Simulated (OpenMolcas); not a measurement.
**B2+: CASPT2 settings compared**

```json
{
 "Program": "OpenMolcas 26.06",
 "Basis": "ANO-RCC-VQZP [5s4p3d2f1g]",
 "Scalar Hamiltonian": "DKH4, point nucleus",
 "Active space": "1 electron in 4 orbitals (2s 2p)",
 "State averaging": "2S+1 = 2 even, 1 root; 2S+1 = 2 odd, 3 roots",
 "Spin-orbit coupling": "state interaction with AMFI integrals over the reference wave functions, term energies averaged over their components"
}
```

Methods on the same reference wave functions:
A. CASSCF
B. SS-CASPT2, IPEA 0.15 Eh, imaginary shift 0.5 Eh (closed shells correlated: 1s)
C. SS-CASPT2, IPEA 0.6 Eh, real shift 0.3 Eh (closed shells correlated: 1s)

Energies in cm⁻¹ above 2s ²S_1/2, the measured ground level; measured values from Moore, Atomic Energy Levels, vol. I, NSRDS-NBS 35 (1971 reprint of NBS Circular 467, 1949).

| Level | A | B | C | Measured |
| --- | --- | --- | --- | --- |
| 2s ²S_1/2 | 0.0 | 0.0 | 0.0 | 0.0 |
| 2p ²P°_1/2 | 48887 | 48553 | 48556 | 48358 |
| 2p ²P°_3/2 | 48917 | 48584 | 48587 | 48393 |

Deviations, from unrounded energies. A percentage is the sum of absolute deviations over the sum of measured energies, with the sign that they share, or ± where signs differ.

```json
{"Against measurement": "mean absolute deviation (cm-1)", "Levels": "2", "A": "530", "B": "190", "C": "200"}
{"Against measurement": "other configurations (%)", "Levels": "2", "A": "+1.1", "B": "+0.4", "C": "+0.4"}
```

B, C lie about equally close to measurement and A furthest from it. The largest miss of B in the table is 2p ²P°_1/2, by +190 cm-1. The ranking rests on the paired levels alone, and a cruder setting can come out closer through cancelling errors.

Between B and C no level of the table moves by more than 5 cm-1.

The lowest spin-free term lies below A's lowest term by 0.036 hartree in B, 0.036 hartree in C.

With one active electron the reference holds no correlation, so core polarisation is missing (holds for A). With one active electron, CASPT2 adds the correlation within the correlated inactive shells and between them and that electron, and leaves the splitting within a term as the reference gives it (holds for B; C). Measured partners are found by configuration, term and J. A level has none where our copy of the source lacks it or the pairing is in doubt (some pairs that miss far off the trend of their configuration count as doubtful), and it then counts in no deviation. Levels of configurations outside the active space are missing.

° marks odd parity.
